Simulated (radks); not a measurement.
Results of a calculation; reference values are marked as such.
Task: Species: Dy22+. Configuration: [Kr] 4d7 6d1 (not the ground configuration). Level of theory: Dirac Kohn-Sham, BLYP, spin-unpolarised, spherical densities, finite nucleus; open shells are shared between the two j in proportion to 2j + 1; Fermi nuclear charge, rms radius 5.2218 fm (a radial shooting solver on a logarithmic mesh with Libxc functionals). Some entries of the table are withheld. Estimate them.

| orbital | occ. | eigenvalue (hartree) | <r> (bohr) | <r^2> (bohr^2) |
|---|---|---|---|---|
| 1s1/2 | 2 | -1994.347 | 0.02112 | 0.0006095 |
| 2s1/2 | 2 | -352.6487 | 0.08923 | 0.009462 |
| 2p1/2 | 2 | (1) | 0.07438 | 0.006847 |
| 2p3/2 | 4 | (2) | 0.08144 | 0.008073 |
| 3s1/2 | 2 | -97.61271 | 0.2333 | 0.06232 |
| 3p1/2 | 2 | -90.64949 | 0.2230 | 0.05780 |
| 3p3/2 | 4 | -84.49353 | 0.2361 | 0.06457 |
| 3d3/2 | 4 | (3) | 0.2085 | 0.05107 |
| 3d5/2 | 6 | (4) | 0.2126 | 0.05294 |
| 4s1/2 | 2 | -36.97532 | 0.5006 | 0.2818 |
| 4p1/2 | 2 | -34.14060 | 0.5038 | 0.2873 |
| 4p3/2 | 4 | -32.50702 | 0.5265 | 0.3135 |
| 4d3/2 | 2.8 | -27.80018 | 0.5297 | 0.3212 |
| 4d5/2 | 4.2 | -27.46799 | 0.5364 | 0.3291 |
| 6d3/2 | 0.4 | -9.59577 | 1.652 | 3.061 |
| 6d5/2 | 0.6 | -9.53606 | 1.662 | 3.101 |

Result: 
(1) 2p1/2 eigenvalue (hartree): -336.6304
(2) 2p3/2 eigenvalue (hartree): -307.2229
(3) 3d3/2 eigenvalue (hartree): -72.55000
(4) 3d5/2 eigenvalue (hartree): -71.20509
